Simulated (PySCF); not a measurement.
Highest occupied level (eV) of eight silicon and germanium compounds: PBE beside PBE0, computed with PySCF for isolated molecules in the bases named; differences from unrounded values. The eight are the first of their class met in an unordered collection, after screening for sound electronic states; none was chosen by its value. Each molecule has one DFT geometry for both levels.

```csv
molecule,basis,PBE0
"H₄Si₂, SMILES [SiH][SiH3] (connectivity only; charge and spin as stated), neutral, multiplicity 1",def2-TZVPD,-6.64
"Si(H)(F)(Et)(OH) (C2H7FOSi), SMILES CC[SiH](O)F",def2-TZVP,-8.52
"Si(H)(Me)(OH)(OMe) (C2H8O2Si), SMILES CO[SiH](C)O",def2-TZVP,-8.07
"C2H5Cl2FSi, SMILES F[SiH2]CC(Cl)Cl",def2-TZVP,-8.81
"siletan-1-amine (C3H9NSi), SMILES C1[SiH](CC1)N",def2-TZVP,-7.00
"CH₈N₂O₂Si, SMILES CN[Si](N)(O)O",def2-TZVP,-6.71
"C4H7NSi, SMILES CC1=CN=C[SiH2]1",def2-TZVP,-7.01
"C2H8FNOSi, SMILES C[Si@@](N)(O)CF",def2-TZVP,-7.46
```

Question: Estimate the PBE values and say how PBE differs from PBE0 over the set. (An estimate is asked for; the answer gives what the named calculation found.)

Answer: 
```csv
molecule,PBE,difference
"H₄Si₂, SMILES [SiH][SiH3] (connectivity only; charge and spin as stated), neutral, multiplicity 1",-5.68,0.97
"Si(H)(F)(Et)(OH) (C2H7FOSi), SMILES CC[SiH](O)F",-7.13,1.39
"Si(H)(Me)(OH)(OMe) (C2H8O2Si), SMILES CO[SiH](C)O",-6.51,1.56
"C2H5Cl2FSi, SMILES F[SiH2]CC(Cl)Cl",-7.39,1.41
"siletan-1-amine (C3H9NSi), SMILES C1[SiH](CC1)N",-5.68,1.33
"CH₈N₂O₂Si, SMILES CN[Si](N)(O)O",-5.30,1.41
"C4H7NSi, SMILES CC1=CN=C[SiH2]1",-5.70,1.30
"C2H8FNOSi, SMILES C[Si@@](N)(O)CF",-6.01,1.45
```
PBE lies below PBE0 in 0 and above it in 8 of the eight; the mean signed difference is 1.35 and the largest 1.56 eV.
